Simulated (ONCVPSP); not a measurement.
**copper, ONCV: configuration errors across variants**

ONCVPSP 4.0.1 input, shortened (lines: element, Z, core and valence counts, functional; n l f; lmax; l rc ep ncon nbas qcut; lloc lpopt rc5 dvloc0; l nproj debl; icmod fcfact rcfact), Wu-Cohen, non-relativistic:

```
  Cu 29.00    3    5  -118130      upf
    1    0    2.00
    2    0    2.00
    2    1    6.00
    3    0    2.00
    3    1    6.00
    3    2   10.00
    4    0    0.50
    4    1    0.50
    2
    0    1.30    0.00    4    8    9.30
    1    1.05    0.00    4    7   11.50
    2    1.40    0.00    4    8    9.40
    4    3    0.85    2.00
    0    2    3.30
    1    2    1.30
    2    2    3.50
    3    3.50    1.35
```

All-electron excitation energies from the reference (eV): (1) 3s2 3p6 3d10 4s1 4p0 -1.960; (2) 3s2 3p6 3d10 4s0 4p0 5.887; (3) 3s2 3p5 3d10 4s1 4p0 76.544.

Errors AE − PS in meV (a dash: test not solved or not reliable):

```tsv
change	(1)	(2)	(3)	bound ghosts	GHOST(+) flags above zero
base	-0.3	+3.6	-182	none	none
local potential polynomial inside 0.85 bohr (lpopt 3, dvloc0 10 Ha)	-0.3	+3.6	-182	none	none
all radii but the core radius scaled by about 0.87 (s 1.12, p 0.92, d 1.22 bohr); local potential polynomial inside 0.74 bohr (lpopt 3, dvloc0 2 Ha)	-0.4	+2.6	-96	none	none
s: nproj 4	-0.3	+3.6	-182	none	s
s: rc 1.26	-0.3	+3.6	-183	none	none
```

Problem. Give the same row for: core correction Teter function, fcfact 4.75, rcfact 1.6.

Solution. -0.3, +3.6, -186; bound ghosts: none; GHOST(+) flags above zero: none.
